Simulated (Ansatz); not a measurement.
Total energies of ClH$_{5}$OSSi$_{2}$ (`O[Si]([SiH3])(S)Cl`).

```csv
atom,x (Å),y (Å),z (Å)
O1,0.1376,-1.7953,-0.9077
Si2,0.4544,-0.4944,0.0281
Si3,-1.0043,1.2132,-0.5951
S4,0.2571,-1.1055,2.0673
Cl5,2.3922,0.1722,-0.2427
H6,0.6358,-2.6002,-0.7445
H7,-0.7819,1.5971,-2.0132
H8,-0.7389,2.3818,0.2839
H9,-2.4068,0.7603,-0.4069
H10,1.0549,-0.1293,2.5307
```

Charge 0, multiplicity 1. The geometry is a stationary point of PBE0-D4/def2-TZVP. It is one conformer, not always the lowest. Basis def2-TZVPP, Ansatz 0.2.0.

RPA on PBE orbitals: Hartree–Fock energy of these orbitals -1512.82119 Eh, correlation -1.43901 Eh (frozen core).

```csv
functional,energy without D4 (Eh),D4 term (kJ/mol)
PBE,-1515.08087,-31.2
BLYP,-1515.79051,-66.5
r2SCAN,-1515.68102,-7.5
B97M-V,-1515.43700,–
r2SCANh,-1515.67011,-8.2
r2SCAN0,-1515.65503,-9.1
HSE06 (plane-wave form),-1515.17891,-25.5
LC-ωPBE,-1515.36132,–
ωB97M-V,-1515.71180,–
PBE-QIDH,-1514.86452,–
```

(1) Give the same for LDA (SPW92), revPBE, PBE0, B3LYP, BHLYP, CAM-B3LYP, ωB97X-V, B2PLYP. (Estimate.)

B3LYP takes the VWN-RPA correlation (the form of Gaussian; ORCA's B3LYP/G). HSE06 is the plane-wave form, built on full-range PBE exchange. The double hybrids freeze the cores in their second-order part.

## Answers

(1) Computed: 
```
 functional  energy without D4 (Eh)  D4 term (kJ/mol)
LDA (SPW92)             -1510.08531                 –
     revPBE             -1515.51698             -78.9
       PBE0             -1515.21066             -27.0
      B3LYP             -1515.89934             -51.0
      BHLYP             -1515.78609             -43.8
  CAM-B3LYP             -1515.83575             -28.1
    ωB97X-V             -1515.58149                 –
     B2PLYP             -1515.27699                 –
```

LC-ωPBE has ω = 0.4 bohr⁻¹.
